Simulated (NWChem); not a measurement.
All runs are NWChem calculations. System: H5AlO, charge 0, spin multiplicity 1, at a geometry optimised with B3LYP/def2-SVP. The structure started from a generated list of species. Level: CCSD(T)/def2-TZVP, 6 core orbitals frozen.

Job file:

```
start mol
memory heap 100 mb stack 700 mb global 1900 mb
geometry units angstroms nocenter noautoz noautosym
  Al    -0.710672     0.334658    -0.101219
  H     -1.248512     0.658454     1.362234
  H     -0.154245     1.549476    -0.985680
  H     -1.333421    -0.924286    -0.872523
  O      1.114784    -0.521462     0.249318
  H      1.864255    -0.027466    -0.116959
  H      1.192384    -1.435028    -0.065774
end
basis spherical
  * library def2-tzvp
end
scf
  rhf
  nopen 0
  maxiter 100
  thresh 1e-7
  semidirect memsize 60000000 filesize 0
end
tce
  freeze core 6
  ccsd(t)
  2eorb
  2emet 13
  thresh 1e-6
  maxiter 100
  tilesize 24
end
task tce energy
```

NWChem printed:

```
             Northwest Computational Chemistry Package (NWChem) 7.3.0
             --------------------------------------------------------

                                NWChem Input Module
                                -------------------

 Scaling coordinates for geometry "geometry" by  1.889725989
 (inverse scale =  0.529177249)

                             Geometry "geometry" -> ""
                             -------------------------

 Output coordinates in angstroms (scale by  1.889725989 to convert to a.u.)

  No.       Tag          Charge          X              Y              Z
 ---- ---------------- ---------- -------------- -------------- --------------
    1 Al                  13.0000    -0.71067200     0.33465800    -0.10121900
    2 H                    1.0000    -1.24851200     0.65845400     1.36223400
    3 H                    1.0000    -0.15424500     1.54947600    -0.98568000
    4 H                    1.0000    -1.33342100    -0.92428600    -0.87252300
    5 O                    8.0000     1.11478400    -0.52146200     0.24931800
    6 H                    1.0000     1.86425500    -0.02746600    -0.11695900
    7 H                    1.0000     1.19238400    -1.43502800    -0.06577400

 Effective nuclear repulsion energy (a.u.)      60.3315431800

            Nuclear Dipole moment (a.u.)
            ----------------------------
        X                 Y               Z
 ---------------- ---------------- ----------------
    -0.0000056692     0.0000151178    -0.0000094486


 Summary of "ao basis" -> "" (spherical)
 ------------------------------------------------------------------------------
       Tag                 Description            Shells   Functions and Types
 ---------------- ------------------------------  ------  ---------------------
 *                         def2-tzvp                  on all atoms

 Summary of "ao basis" -> "ao basis" (spherical)
 ------------------------------------------------------------------------------
       Tag                 Description            Shells   Functions and Types
 ---------------- ------------------------------  ------  ---------------------
 Al                        def2-tzvp                13       37   5s5p2d1f
 H                         def2-tzvp                 4        6   3s1p
 O                         def2-tzvp                11       31   5s3p2d1f

                                 NWChem SCF Module
                                 -----------------

  ao basis        = "ao basis"
  functions       =    98
  atoms           =     7
  closed shells   =    13
  open shells     =     0
  charge          =   0.00
  wavefunction    = RHF
  use symmetry    = F
  symmetry adapt  = F

 Summary of "ao basis" -> "ao basis" (spherical)
 ------------------------------------------------------------------------------
       Tag                 Description            Shells   Functions and Types
 ---------------- ------------------------------  ------  ---------------------
 Al                        def2-tzvp                13       37   5s5p2d1f
 H                         def2-tzvp                 4        6   3s1p
 O                         def2-tzvp                11       31   5s3p2d1f

 Forming initial guess at       0.1s

      Superposition of Atomic Density Guess
      -------------------------------------

 Sum of atomic energies:        -319.15817713

      Non-variational initial energy
      ------------------------------

 Total energy =    -319.568402
 1-e energy   =    -561.603346
 2-e energy   =     181.703400
 HOMO         =      -0.352949
 LUMO         =       0.005301

 Starting SCF solution at       1.3s

 ----------------------------------------------
         Quadratically convergent ROHF

 Convergence threshold     :          1.000E-07
 Maximum no. of iterations :          100
 Final Fock-matrix accuracy:          1.000E-09
 ----------------------------------------------

              iter       energy          gnorm     gmax       time
             ----- ------------------- --------- --------- --------
                 1     -319.6928185965  7.12D-01  2.44D-01      1.4
                 2     -319.7251959504  2.79D-01  6.51D-02      1.5
                 3     -319.7293729547  1.29D-02  3.81D-03      1.9
                 4     -319.7293870471  5.00D-05  1.21D-05      2.5
                 5     -319.7293870474  4.43D-09  1.28D-09      3.4

       Final RHF  results
       ------------------

         Total SCF energy =   -319.729387047356
      One-electron energy =   -563.401875800819
      Two-electron energy =    183.340945573417
 Nuclear repulsion energy =     60.331543180045

        Time for solution =      2.1s

             Final eigenvalues
             -----------------

              1
    1  -58.4345
    2  -20.6644
    3   -4.8494
    4   -3.1652
    5   -3.1632
    6   -3.1631
    7   -1.4522
    8   -0.8157
    9   -0.7196
   10   -0.6310
   11   -0.5083
   12   -0.3993
   13   -0.3940
   14    0.0744
   15    0.1388
   16    0.1516
   17    0.1564
   18    0.1645
   19    0.2505
   20    0.2689
   21    0.3013
   22    0.3065
   23    0.3249

                       ROHF Final Molecular Orbital Analysis
                       -------------------------------------

 Vector   11  Occ=2.000000D+00  E=-5.082825D-01
              MO Center= -7.5D-01,  3.6D-01, -1.0D-01, r^2= 2.8D+00
   Bfn.  Coefficient  Atom+Function         Bfn.  Coefficient  Atom+Function
  ----- ------------  ---------------      ----- ------------  ---------------
     4      0.414548  1 Al s                  3     -0.238456  1 Al s
    39      0.152400  2 H  s

 Vector   12  Occ=2.000000D+00  E=-3.993184D-01
              MO Center= -7.3D-01,  3.0D-01, -7.7D-01, r^2= 2.7D+00
   Bfn.  Coefficient  Atom+Function         Bfn.  Coefficient  Atom+Function
  ----- ------------  ---------------      ----- ------------  ---------------
    16      0.261728  1 Al py                51     -0.232087  4 H  s
    45      0.230096  3 H  s                 52     -0.191140  4 H  s
    46      0.189318  3 H  s

 Vector   13  Occ=2.000000D+00  E=-3.939955D-01
              MO Center= -9.8D-01,  5.0D-01,  4.5D-01, r^2= 2.7D+00
   Bfn.  Coefficient  Atom+Function         Bfn.  Coefficient  Atom+Function
  ----- ------------  ---------------      ----- ------------  ---------------
    17      0.283780  1 Al pz                39      0.267086  2 H  s
    40      0.215361  2 H  s                 38      0.151299  2 H  s

 Vector   14  Occ=0.000000D+00  E= 7.442468D-02
              MO Center=  8.5D-01, -4.1D-01, -1.8D-01, r^2= 6.2D+00
   Bfn.  Coefficient  Atom+Function         Bfn.  Coefficient  Atom+Function
  ----- ------------  ---------------      ----- ------------  ---------------
    60      1.217873  5 O  s                 89     -0.687896  6 H  s
    95     -0.686644  7 H  s                 18     -0.509183  1 Al px
    19      0.234014  1 Al py                58      0.174473  5 O  s

 Vector   15  Occ=0.000000D+00  E= 1.388472D-01
              MO Center= -6.3D-01,  2.9D-01, -3.4D-01, r^2= 8.6D+00
   Bfn.  Coefficient  Atom+Function         Bfn.  Coefficient  Atom+Function
  ----- ------------  ---------------      ----- ------------  ---------------
    18      1.197565  1 Al px                89     -1.006599  6 H  s
    95     -1.004839  7 H  s                 19     -0.556851  1 Al py
    46      0.475748  3 H  s                 52      0.467626  4 H  s
    20      0.462815  1 Al pz                60      0.430174  5 O  s
    67      0.396720  5 O  px                 5     -0.340053  1 Al s

 Vector   16  Occ=0.000000D+00  E= 1.516413D-01
              MO Center=  3.6D-01, -1.0D-01,  3.2D-01, r^2= 8.3D+00
   Bfn.  Coefficient  Atom+Function         Bfn.  Coefficient  Atom+Function
  ----- ------------  ---------------      ----- ------------  ---------------
    19      1.609977  1 Al py                52      1.231723  4 H  s
    46     -1.164462  3 H  s                 89      0.923666  6 H  s
    95     -0.908349  7 H  s                 18      0.729906  1 Al px
    68     -0.496502  5 O  py                67     -0.241620  5 O  px
    27     -0.174011  1 Al d -1

 center of mass
 --------------
 x =  -0.04019035 y =   0.02001676 z =   0.02254191

 moments of inertia (a.u.)
 ------------------
          64.487017961944          61.807127861720         -20.396213149414
          61.807127861720         166.783124694466           9.726312183910
         -20.396213149414           9.726312183910         196.283667452812

  Mulliken analysis of the total density
  --------------------------------------

    Atom       Charge   Shell Charges
 -----------   ------   -------------------------------------------------------
    1 Al  13    12.60   2.00  0.65  1.33  0.70  0.25  2.92  2.28  0.82  0.99  0.35  0.15  0.12  0.04
    2 H    1     1.19   0.23  0.57  0.39  0.01
    3 H    1     1.20   0.23  0.57  0.40  0.00
    4 H    1     1.20   0.23  0.57  0.40  0.00
    5 O    8     8.60   0.79  1.18  0.55  0.97  0.25  1.87  2.11  0.85  0.00  0.02  0.00
    6 H    1     0.60   0.24  0.30  0.02  0.04
    7 H    1     0.60   0.24  0.30  0.02  0.04

       Multipole analysis of the density wrt the origin
       ------------------------------------------------

     L   x y z        total         open         nuclear
     -   - - -        -----         ----         -------
     0   0 0 0      0.000000      0.000000     26.000000

     1   1 0 0      1.731589      0.000000     -0.000006
     1   0 1 0     -0.830766      0.000000      0.000015
     1   0 0 1     -0.187090      0.000000     -0.000009

     2   2 0 0    -12.799636      0.000000     88.439084
     2   1 1 0     -2.418716      0.000000    -33.329776
     2   1 0 1     -0.459742      0.000000      8.845038
     2   0 2 0    -16.708177      0.000000     33.497049
     2   0 1 1      0.144126      0.000000     -4.309189
     2   0 0 2    -20.004641      0.000000     15.130646

                   NWChem Extensible Many-Electron Theory Module
                   ---------------------------------------------


            General Information
            -------------------
      Number of processors :     1
         Wavefunction type : Restricted Hartree-Fock
          No. of electrons :    26
           Alpha electrons :    13
            Beta electrons :    13
           No. of orbitals :   196
            Alpha orbitals :    98
             Beta orbitals :    98
        Alpha frozen cores :     6
         Beta frozen cores :     6
     Alpha frozen virtuals :     0
      Beta frozen virtuals :     0
         Spin multiplicity : singlet
    Number of AO functions :    98
       Number of AO shells :    44
        Use of symmetry is : off
      Symmetry adaption is : off
         Schwarz screening : 0.10D-09

          Correlation Information
          -----------------------
          Calculation type : Coupled-cluster singles & doubles w/ perturbation
   Perturbative correction : (T)
            Max iterations :      100
        Residual threshold : 0.10D-05
     T(0) DIIS level shift : 0.00D+00
     L(0) DIIS level shift : 0.00D+00
     T(1) DIIS level shift : 0.00D+00
     L(1) DIIS level shift : 0.00D+00
     T(R) DIIS level shift : 0.00D+00
     T(I) DIIS level shift : 0.00D+00
   CC-T/L Amplitude update :  5-th order DIIS
                I/O scheme : Global Array Library
        L-threshold :  0.10D-05
        EOM-threshold :  0.10D-05
 no EOMCCSD initial starts read in
 TCE RESTART OPTIONS
 SLICE:      F
 D4D5:       F
 quantumc:   F
 qrotation:  F
 pwtce:      F
 qducc:      F
 nacto:                         0
 nrotv:                         0
 nrot:                          0

            Memory Information
            ------------------
          Available GA space size is     249027196 doubles
          Available MA space size is     104849876 doubles

 Maximum block size supplied by input
 Maximum block size        24 doubles

 tile_dim =     22

 -------------------------------------------------

 Global array virtual files algorithm will be used

 Parallel file system coherency ......... OK

 4-electron integrals stored in orbital form

 v2    file size   =         14379009
 4-index algorithm nr.  13 is used
 imaxsize =       30
 imaxsize ichop =        0


CCSD iterations
 ---------------------------------------------------------
 Iter          Residuum       Correlation     Cpu    Wall
 ---------------------------------------------------------
    1   0.1645700408133  -0.3443388912921     1.3     1.3
    2   0.0430299285704  -0.3637017012480     1.3     1.3
    3   0.0145853596956  -0.3715968853362     1.4     1.4
    4   0.0056205923744  -0.3733238853171     1.4     1.4
    5   0.0023058355547  -0.3739986403413     1.4     1.4
    6   0.0005680386751  -0.3743323591739     1.4     1.4
    7   0.0002433536695  -0.3743647479315     1.4     1.4
    8   0.0001165032050  -0.3743662166454     1.4     1.4
    9   0.0000621835750  -0.3743676566076     1.4     1.4
   10   0.0000326257935  -0.3743690891446     1.4     1.4
   11   0.0000061370803  -0.3743699303832     1.5     1.5
   12   0.0000025683186  -0.3743707242371     1.3     1.3
   13   0.0000013127010  -0.3743707755439     1.3     1.3
   14   0.0000007161984  -0.3743708085581     1.3     1.3
 -----------------------------------------------------------------
 Iterations converged
 CCSD correlation energy / hartree =        -0.374370808558084
 CCSD total energy / hartree       =      -320.103757855913670

 Singles contributions

 Doubles contributions
 CCSD(T)
 Using plain CCSD(T) code
             total no. of tasks           60
 total no. of tasks / no. procs           60
                         wl_min      3176523          12.1
                         wl_max      3652264          12.4
        thresh for no. of tasks           60

 CCSD[T]  correction energy / hartree =        -0.009572707476624
 CCSD[T] correlation energy / hartree =        -0.383943516034708
 CCSD[T] total energy / hartree       =      -320.113330563390321
 CCSD(T)  correction energy / hartree =        -0.009302506741215
 CCSD(T) correlation energy / hartree =        -0.383673315299300
 CCSD(T) total energy / hartree       =      -320.113060362654892

 Task  times  cpu:       95.2s     wall:       95.2s

 Total times  cpu:       95.2s     wall:       95.2s
```
